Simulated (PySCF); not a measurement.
**[Yb(NH3)2]3+ relaxed at several levels**

Computed with PySCF 2.14.0, def2-SVP on the ligands, density fitting, scalar-relativistic core potentials, no spin-orbit coupling, vacuum. Each row is relaxed at its own level from the same template. Distances are means of the shortest metal–ligand contacts, charges and spins Mulliken's; removal energies are rigid, with the ligand's formal charge and no counterpoise, so too large; for an anion taken off a cation in vacuum most of it is the attraction of opposite charges, and multiply charged cations can part far more cheaply with an electron moved from ligand to metal. lcecp potentials hold a fixed number of 4f electrons in the core, out of states, spins and gaps.

| level | basis on the metal | point group | M–NH3 (Å) | charge on M (e) | removal of one NH3 (eV) | unstable modes (below −25 cm⁻¹) |
| --- | --- | --- | --- | --- | --- | --- |
| TPSS | lcecp-1-SVP with ECP59 | C1 | 2.322 | 2.02 | 5.04 | not given |

Task: What does the calculation give for r2SCAN, lcecp-1-SVP with ECP59?

Result: point group: C1, nearly Cs, M–NH3 (Å): 2.306, charge on M (e): 2.07, removal of one NH3 (eV): 5.03, unstable modes (below −25 cm⁻¹): not given.
```xyz
9

Yb   -0.0609    1.1594   -0.0001
N     0.0085   -0.1781    1.8775
H     0.8419   -0.0497    2.4943
H    -0.7801   -0.0490    2.5503
H     0.0029   -1.2101    1.7268
N     0.0103   -0.1767   -1.8782
H     0.8357   -0.8087   -1.9704
H    -0.7886   -0.8354   -2.0117
H     0.0247    0.3354   -2.7884
```

Moved off a saddle point of the template and relaxed again: TPSS, r2SCAN. One start shape was tried for each, so a minimum needn't be the lowest isomer.
